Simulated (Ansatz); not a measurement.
Consider the ligand exchange at the Si–C bond: `C#C[SiH2]C(=O)O` + H₂Se → `O=C(O)[SiH2][SeH]` + acetylene.

Calculated with Ansatz (gas phase, PBE0-D4/def2-TZVP geometries, no zero-point term in ΔE). CCSD(T)/CBS is the MP2 limit (def2-TZVPP, def2-QZVPP) plus CCSD(T) − MP2 in def2-TZVPP, frozen cores. This one scheme is used for every species. Functionals use def2-TZVPP. For Se outer-core shells are correlated without core-valence functions, which leaves a few kJ/mol of doubt a bond. Scalar relativity is left out up to krypton. Each species was taken in one conformer, which may not be the lowest.

`C#C[SiH2]C(=O)O`:

```xyz
10

C     1.484   -2.003    0.956
C     0.926   -1.272    0.176
Si    0.085   -0.167   -0.994
C    -0.895    1.231   -0.114
O    -1.507    2.046   -0.753
O    -0.851    1.236    1.225
H     1.976   -2.648    1.647
H     1.069    0.506   -1.870
H    -0.903   -0.921   -1.798
H    -1.385    1.990    1.524
```

H₂Se:

Z-matrix (Å, degrees):
```
Se
H 1 1.467
H 1 1.467 2 91.2
```

`O=C(O)[SiH2][SeH]`:

```xyz
9

O     1.782   -0.460    1.229
C     0.782    0.035    0.787
O    -0.054    0.779    1.536
Si    0.193   -0.133   -1.036
Se   -1.823   -1.173   -1.143
H     0.310    0.806    2.436
H     0.151    1.225   -1.632
H     1.156   -1.009   -1.734
H    -2.496   -0.070   -0.443
```

`C#C`:

Cartesian coordinates in Å:
```
C -0.095 0.578 -0.122
C 0.095 -0.578 0.122
H -0.264 1.607 -0.340
H 0.264 -1.607 0.340
```

| level | ΔE (kJ/mol) |
| --- | --- |
| r2SCAN | -23.6 |
| CCSD/CBS(def2) | -27.6 |

(1) What does CCSD(T)/CBS give? (Best estimate.)

Largest T1 diagnostic among the species: 0.016.

Answers

(1) Computed: -27.4 kJ/mol. The listed levels differ from it by 3.8, -0.2 kJ/mol.
